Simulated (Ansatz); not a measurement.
Relaxation of C3H9FSi (14 atoms, charge 0, multiplicity 1), to a largest force component of 0.02 eV/Å in at most 40 steps.

The calculation used Ansatz 0.2.0, RKS r2SCAN-D4/6-31G.

```xyz
14
Properties=species:S:1:pos:R:3
Si 0.000 0.000 0.000
F 0.000 0.000 1.590
C 1.763 0.000 -0.623
H 2.111 -1.046 -0.751
H 1.812 0.528 -1.598
H 2.415 0.519 0.111
C -0.881 1.526 -0.623
H -1.933 1.272 -0.867
H -0.862 2.311 0.162
H -0.370 1.903 -1.534
C -0.881 -1.526 -0.623
H -1.380 -2.038 0.226
H -1.641 -1.233 -1.377
H -0.145 -2.215 -1.088
```

**Question.** Where does it end, and by what steps?

**Answer.** The run converged. The force dipped under the threshold on the way, but the program's further checks kept it going. Limits of this set-up: no polarisation functions. After 10 steps the energy has fallen by 0.501 eV; H13 moved furthest, 0.90 Å.

| step | energy less start (eV) | largest force component (eV/Å) | accepted |
| --- | --- | --- | --- |
| 0 | 0.0000 | 4.409 | yes |
| 1 | -0.2975 | 2.377 | yes |
| 2 | -0.4107 | 0.508 | yes |
| 3 | -0.4524 | 0.049 | yes |
| 4 | -0.4588 | 0.438 | yes |
| 5 | -0.4925 | 0.130 | yes |
| 6 | -0.4961 | 0.215 | yes |
| 7 | -0.4994 | 0.119 | yes |
| 8 | -0.5010 | 0.003 | yes |
| 9 | -0.5013 | 0.024 | yes |
| 10 | -0.5014 | 0.007 | yes |

```xyz
14
Properties=species:S:1:pos:R:3
Si 0.008 -0.043 -0.075
F 0.036 -0.218 1.631
C 1.808 0.044 -0.653
H 2.354 -0.864 -0.373
H 1.856 0.149 -1.744
H 2.323 0.902 -0.204
C -0.932 1.557 -0.452
H -1.957 1.509 -0.068
H -0.435 2.419 0.007
H -0.980 1.727 -1.535
C -0.882 -1.563 -0.773
H -1.905 -1.630 -0.385
H -0.934 -1.507 -1.868
H -0.354 -2.484 -0.502
```

Whether the end is a true minimum wasn't checked by a vibrational analysis.

The run took 71 s on 1 thread of Arm Neoverse V2 (shared host), peak memory 0.17 GiB.
